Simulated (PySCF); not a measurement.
**How methods differ on the ionisation energy of Ca²⁺**

Ca²⁺ [Ar] (1S) → Ca³⁺ [Ne] 3s2 3p5 (2P), as a difference of total energies. Calculation: PySCF 2.14, in aug-cc-pVDZ-X2C; the spin-free X2C one-electron Hamiltonian (Gaussian nucleus). Correlated levels: valence: [Ne] 3s2 frozen. The calculations carry no spin-orbit coupling.

```csv
method,ionisation energy (eV)
UHF,50.586
PBE0,51.874
MP2 (valence),51.280
SCS-MP2 (valence),51.228
CCSD (valence),51.330
```

Question: Estimate what LDA gives.

Answer: 52.026 eV, closest to PBE0 among the rows shown.

Question: Estimate what CCSD(T) (valence) gives.

Answer: 51.332 eV, closest to CCSD (valence) among the rows shown.

The reference lies between the lowest fine-structure levels, while these numbers refer to the centres of the terms.

Errors of the correlated levels include the incompleteness of this basis and the frozen core.

For comparison: 50.913 eV (measured; NIST Atomic Spectra Database, ionization energies).
